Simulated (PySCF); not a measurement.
**As: excitation energy**

As [Ar] 3d10 4s2 4p3 (4S) → As [Ar] 3d10 4s1 4p3 4d1 (6D), as a difference of total energies. Calculation: PySCF 2.14, in aug-cc-pVQZ-PP with ECP10MDF (7s6p5d3f2g, 89 functions); a scalar-relativistic core potential. Correlated levels: valence: 3s2 3p6 3d10 frozen. The calculations carry no spin-orbit coupling.

| method | excitation energy (cm⁻¹) |
| --- | --- |
| UHF | 103040 |
| MP2 (valence) | 114130 |
| SCS-MP2 (valence) | 117550 |
| CCSD (valence) | 115150 |
| CCSD(T) (valence) | 115760 |

The upper state lies above the first ionisation limit, but in LS coupling its spin forbids autoionisation to the ground ion.

The promoted electron is Rydberg-like, and one or two diffuse shells describe it only roughly, which tends to raise the upper state.
